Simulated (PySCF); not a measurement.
# Spin-orbit coupling and the second ionisation energy along the halogens

Two-component X2C-1e calculated with PySCF 2.14: MP2 on generalised Hartree-Fock spinors (GMP2), with spin-orbit coupling off and on (screened by Boettger's factors); no Breit or QED terms. Values in eV; the references (NIST) lie between the lowest levels. Elements whose determinants are no pure J levels are left out.

| element | configurations | spin-free | with spin-orbit | shift | reference |
| --- | --- | --- | --- | --- | --- |
| F (x2c-QZVPPall-2c, 1s2 frozen) | [He] 2s2 2p4 → [He] 2s2 2p3 | 34.727 | 34.749 | 0.022 | 34.971 |
| Cl (x2c-QZVPPall-2c, [Ne] frozen) | [Ne] 3s2 3p4 → [Ne] 3s2 3p3 | 23.485 | 23.529 | 0.045 | 23.814 |
| Br (x2c-QZVPPall-2c, [Ne] frozen) | [Ar] 3d10 4s2 4p4 → [Ar] 3d10 4s2 4p3 | 21.179 | 21.358 | 0.180 | 21.591 |
| I (x2c-QZVPPall-2c, [Ar] 3d10 frozen) | [Kr] 4d10 5s2 5p4 → [Kr] 4d10 5s2 5p3 | 18.576 | 18.896 | 0.320 | 19.131 |

The largest shift is at I, 0.320 eV, where spin-orbit coupling lowers the species with more electrons by more than the one with fewer (starting occupations 5p1/2^2 5p3/2^2 and 5p1/2^2 5p3/2^1).

What remains against the references is mostly the basis and correlation beyond MP2.
